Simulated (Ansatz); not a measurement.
Species: AlI2, charge 0, doublet. AlI2 (SMILES [I][Al][I], doublet).
B3LYP-D3(BJ)/def2-TZVP minimum from Ansatz (a program for electronic structure):
```
Al
I 1 2.5134
I 1 2.5134 2 119.81
```
Charge 0, spin multiplicity 2.

Total energies in def2-SVP, 17 correlated electrons, 23 frozen orbitals. UHF or UKS for unpaired electrons; spin-orbit terms are left out. Cores are frozen in correlated methods (noble-gas shells, and filled d and f shells in the p block). Past Kr the def2 sets carry scalar-relativistic core potentials. Spin-orbit terms, left out, reach several kcal/mol for Br and I, and more for heavier atoms. The spin of AlI2 ([I][Al][I], doublet) was assumed, and the state is the lowest solution found for it.

| method | program | energy (Eh) | minus CCSDT(Q) (mEh) |
|---|---|---|---|
| HF | Ansatz | -835.24971 | 261.17 |
| MP2 | Ansatz | -835.47926 | 31.62 |
| CCSD | Ansatz | -835.50259 | 8.30 |
| CCSD(T) | Ansatz | -835.50941 | 1.48 |
| CCSDT(Q) | Ansatz | -835.51088 | 0.00 |

Rough core times of Ansatz's runs on a shared machine: CCSD(T) 20 s, CCSDT(Q) 4 min.
